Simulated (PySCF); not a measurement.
**Computed properties of Be(Br)(SiH3) (BeBrH3Si), SMILES [SiH3][Be][Br]**

BeBrH₃Si, SMILES [SiH3][Be][Br]. Geometry: ωB97X-D3(BJ)/def2-TZVP. One conformer was computed; it need not be the lowest. All values are computed for the isolated molecule unless a solvent is named; none is compared with measurement here.

**Structure.** The optimised structure has C3v symmetry. All 12 harmonic modes at ωB97X-D3(BJ)/def2-TZVP (PySCF) are real, so it is a minimum. With heavy atoms numbered as in [Be:1]([Br:2])[SiH3:3], the shortest bond between them is Be1–Br2 at 1.958 Å and the longest Be1–Si3 at 2.174 Å.

**Vibrations.** The strongest infrared lines (harmonic, unscaled, degenerate partners summed) lie at 881 cm⁻¹ (379 km/mol, H 74 %, Be 23 %), 2229 cm⁻¹ (208 km/mol, H 96 %), 959 cm⁻¹ (86 km/mol, H 98 %). The softest mode is at 163 cm⁻¹ and the zero-point energy is 17.2 kcal/mol.

**Electronic structure.** B3LYP/def2-TZVPD (PySCF) places the frontier levels at -8.05 and -1.50 eV, a gap of 6.55 eV, and gives a dipole moment of 0.11 D and a mean polarisability of 70.9 bohr³.

**Excitations.** TDA-B3LYP/def2-SVPD (PySCF) has S1 at 5.79 eV (214 nm, f = 0.111, bright); the most intense of the 10 singlets computed lies at 7.26 eV (f = 0.83). Strengths of degenerate partners are summed. T1 (TDA) is at 4.60 eV, 1.19 eV under S1. No vertical singlet excitation falls in the visible range (under 3.1 eV).

**NMR.** GIAO shifts at HF/pcSseg-2 (PySCF) (non-relativistic, atoms alike by connectivity averaged): ¹H at 3.1 ppm against TMS; ²⁹Si at -124.6 ppm against TMS. Without spin–orbit terms, shifts of atoms bonded to Cl or Br come out too high.
